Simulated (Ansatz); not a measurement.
Calculated with Ansatz (gas phase, PBE0-D4/def2-TZVP geometries, no zero-point term in ΔE). CBS: MP2 limit from def2 TZ/QZ plus the TZ coupled-cluster correction, frozen cores. This one scheme is used for every species. For Se outer-core shells are correlated without core-valence functions, which leaves a few kJ/mol of doubt a bond. Scalar relativity is left out up to krypton. One conformer a species, not always the lowest.

Reaction (ligand exchange at the Si–S bond): `CS[SiH2]S` + H₂Se → `CS[SiH2][SeH]` + H₂S

| species | MP2/CBS(def2) energy (Eh) |
| --- | --- |
| `CS[SiH2]S` | -1126.25285 |
| H₂Se | -2401.87424 |
| `CS[SiH2][SeH]` | -3129.18791 |
| H₂S | -398.94045 |

Problem. Work out ΔE.

Solution. ΔE = (-3129.18791) + (-398.94045) − (-1126.25285) − (-2401.87424) = -0.00127 Eh = -3.3 kJ/mol. CCSD(T)/CBS gives -2.4 kJ/mol.

Largest T1 diagnostic among the species: 0.011.
